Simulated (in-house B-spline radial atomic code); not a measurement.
**How G0W0 and RPA depend on the start: Ar VIII (Ar7+)**

Configuration [Ne] 3s1, highest spin. Computed with an all-electron radial atomic-structure program (B-spline basis): all electrons, non-relativistic, point nucleus, each spin shell either full or empty, empty states to l = 9 with an (l + 1/2)⁻⁴ tail; G0W0 by contour deformation at full frequency.

| start | mean-field 3s up (eV) | G0W0 (eV) | QP weight | RPA correlation (Eh) |
| --- | --- | --- | --- | --- |
| Hartree-Fock | -142.50 | -143.95 | 0.986 | -0.61896 |
| LDA VWN5 | -135.46 | -144.45 | 0.972 | -0.67768 |
| PBE | -135.39 | -144.39 | 0.972 | -0.67665 |
| PBE0 | -137.31 | -144.25 | 0.977 | -0.65986 |
| r2SCAN | -135.74 | -144.32 | 0.974 | -0.66646 |
| HSE06 | -136.97 | -144.28 | 0.976 | -0.66136 |
| B3LYP (VWN-RPA) | -137.23 | -144.29 | 0.976 | -0.66354 |
| SCAN | -135.80 | -144.32 | 0.974 | -0.6662 |
| TPSS | -135.38 | -144.36 | 0.973 | -0.67298 |
| BHandHLYP | -139.35 | ? | ? | ? |
| CAM-B3LYP | -139.16 | -144.21 | 0.979 | -0.65727 |
| LC-wPBE | -140.67 | -144.18 | 0.982 | -0.65848 |
| wB97X | -139.76 | -144.12 | 0.981 | -0.65413 |
| PBEsol | -135.26 | -144.41 | 0.972 | -0.67679 |
| BLYP | -135.57 | -144.40 | 0.972 | -0.67716 |
| r2SCAN0 | -137.58 | -144.21 | 0.978 | -0.65312 |
| LDA exchange-only | -134.38 | ? | ? | ? |

**Question.** What G0W0 level, weight and RPA correlation energy follow from the BHandHLYP start?

**Answer.** G0W0 level -144.15 eV, weight 0.980, RPA correlation -0.64536 hartree.

**Question.** What G0W0 level, weight and RPA correlation energy follow from the LDA exchange-only start?

**Answer.** G0W0 level -144.44 eV, weight 0.973, RPA correlation -0.67746 hartree.

**Question.** How much of the dependence on the start does G0W0 remove?

**Answer.** The mean-field levels span 8.11 eV and the G0W0 levels 0.504 eV. Against 143.457 ± 0.0012 eV (NIST, semi-empirical) the G0W0 removal energies are off by +0.49 to +0.99 eV, with relativity, Breit and QED terms left out.
